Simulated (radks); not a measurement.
Q: Species: Ir III. Configuration: [Xe] 4f14 5d6 6p1 (not the ground configuration). Method: scalar-relativistic Kohn-Sham, PBE, spin-polarised, spherical densities, finite nucleus; open shells are filled with parallel spins first (spin-orbit coupling, left out, can overturn this in heavy ions); Fermi nuclear charge, rms radius 5.4032 fm; computed with a radial shooting solver on a logarithmic mesh with Libxc functionals. Some entries of the table are withheld. Estimate them.

orbital,occ.,eigenvalue (eV),<r^2> (bohr^2)
1s up,1,-76123.01,0.0004196
1s down,1,-76123.00,0.0004196
2s up,1,-13336.19,0.006419
2s down,1,-13335.92,0.006419
2p up,3,-11592.15,0.005363
2p down,3,-11591.93,0.005363
3s up,1,-3136.594,0.04149
3s down,1,-3136.494,0.04149
3p up,3,-2626.363,0.04244
3p down,3,-2626.249,0.04243
3d up,5,-2063.852,0.03516
3d down,5,-2063.654,0.03516
4s up,1,-686.9727,0.2023
4s down,1,-686.7037,0.2023
4p up,3,-519.5555,0.2307
4p down,3,-519.3045,0.2307
4d up,5,-313.7010,0.2648
4d down,5,-313.4077,0.2645
5s up,1,-121.3244,1.074
5s down,1,-119.2148,1.061
4f up,7,-84.9697,0.3523
4f down,7,-84.4960,0.3480
5p up,3,-78.1399,(1)
5p down,3,-75.4710,(2)
5d up,5,-29.4354,2.845
5d down,1,-26.2435,2.892
6p up,1,-16.3904,10.53
6p down,0,-14.3334,11.06

A: 
(1) 5p up <r^2> (bohr^2): 1.440
(2) 5p down <r^2> (bohr^2): 1.422
